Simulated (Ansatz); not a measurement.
System: SiH, charge 0, doublet. SiH (SMILES [SiH], doublet).
B3LYP-D3(BJ)/def2-TZVP minimum from Ansatz (a quantum-chemistry and plane-wave program):
```xyz
2

Si     0.0000     0.0000    -0.1020
H      0.0000     0.0000     1.4276
```
Charge 0, spin multiplicity 2.

Hartree-Fock and CCSD(T) correlation energies in hartree (Ansatz). Radicals and triplets start from unrestricted determinants; spin-orbit coupling is neglected. Correlated methods leave the cores frozen. No relativity. The determinant of HSi ([SiH], doublet) is a saddle point of the SCF energy; a lower one exists, which strains HF and MP2.

| basis | X | E(HF) | E(corr, CCSD(T)) |
|---|---|---|---|
| cc-pV(T+d)Z | 3 | -289.43970 | -0.10777 |
| cc-pV(Q+d)Z | 4 | -289.44219 | -0.11202 |
| cc-pV(5+d)Z | 5 | -289.44267 | withheld |

### Question
Fit E(corr) = E∞ + A/X³ to X = 3 and 4, predict X = 5, and compare with the run.

### Answer
A = (-0.10777 - (-0.11202))/(1/27 - 1/64) = 0.1985; E∞ = -0.11202 - A/64 = -0.11512; at X = 5, E∞ + A/125 = -0.11353. The run gave -0.11339, 0.14 mEh above the prediction. The same form on X = 4 and 5 gives E∞ = -0.11483, 0.29 mEh above the first estimate.
